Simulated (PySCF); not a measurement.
# Correlation energy of S⁺ (sulfur, charge +1)

[Ne] 3s2 3p2 4s1, high-spin 4P determinant (an excited configuration). Calculation: PySCF 2.14, in aug-cc-pCVQZ-DK (10s9p7d5f3g, 134 functions); scalar relativity by spin-free X2C-1e. Frozen: [Ne]; 5 electrons correlated.

MP2 pair energies summed by pair of shells (mhartree):

```tsv
pair	energy	share (%)
3s-3p	-45.55	53.1
3s-3s	-19.18	22.3
3s-4s	-7.81	9.1
3p-3p	-7.37	8.6
3p-4s	-5.94	6.9
```

Total MP2 correlation energy: -85.85 mhartree.

Same-spin part -19.10 and opposite-spin part -66.75 mhartree; SCS-MP2 scales them by 1/3 and 6/5 to -86.47 mhartree.
